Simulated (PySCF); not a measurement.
## [YH4]-: fields on a plane

Computed with PySCF, PBE0, basis Y def2-TZVPD with ECP28, H def2-TZVPD (scalar-relativistic core potentials, no spin–orbit coupling, density fitting).

The singlet minimum has Y–H 2.064 Å (×4); H–Y–H 109.5° (×6).

The plane holds Y1 at (0.00, 0.00), H2 at (2.06, 0.00), H3 at (-0.69, 1.95) Å. Columns run from x = -2.55 to 4.35 Å, rows from y = 4.35 (top) to -1.95 Å, in steps of 0.3 Å. Other isomers or separated fragments may lie lower. Core electrons replaced by a potential are absent, the electrostatic potential uses the reduced nuclear charge, and values within about 0.7 Å of such atoms have no physical meaning.

Question: Give the electrostatic potential (V) (cut at 20 V). Lower edges of the bins (V): '0' -5.60, '1' -5.45, '2' -5.21, '3' -4.83, '4' -4.23, '5' -3.27, '6' -1.76, '7' 0.64, '8' 4.44, '9' 10.46; top 20.0.

Answer: 
```
554444444444455555555555
444444444444445555555555
444433333344444455555555
443322222333444445555555
433210001223444444555555
432100100023344444445555
331014542013344444444555
321037985223344444444455
321148996444444333444445
332247986555544333334444
433345677776654322233444
444456788988754210123344
445567999999764431012344
455678999999866774102344
555679999999878996201334
555679999999878996201334
455678999999866774102344
445668999999764431012344
445567889988754210123344
444456677777654322233444
444445566666554333334444
444444555555544444444445
```

Question: Give the electron localisation function (set to 0 where the density is under 0.005 e/Å³). Lower edges of the bins: '0' 0.000, '1' 0.100, '2' 0.200, '3' 0.300, '4' 0.400, '5' 0.500, '6' 0.600, '7' 0.700, '8' 0.800, '9' 0.900; top 1.00.

Answer: 
```
000000000000000000000000
000000000000000000000000
000007880000000000000000
000899999970000000000000
009999999996000000000000
089999999998200000000000
099999999998200000000000
799999999997100000000000
799999999994000020000000
699999999950001478700000
489999985200005999990000
036765322210039999999000
001101267872059999999700
000003787786169999999900
000016980077279999999900
000016980077279999999900
000003788897269999999900
000000378984159999999700
000000014651039999999000
000000000000028999990000
000000000000004899800000
000000000000001340000000
```

The lowest empty level of this anion is unbound, so it and the gap depend on the basis.
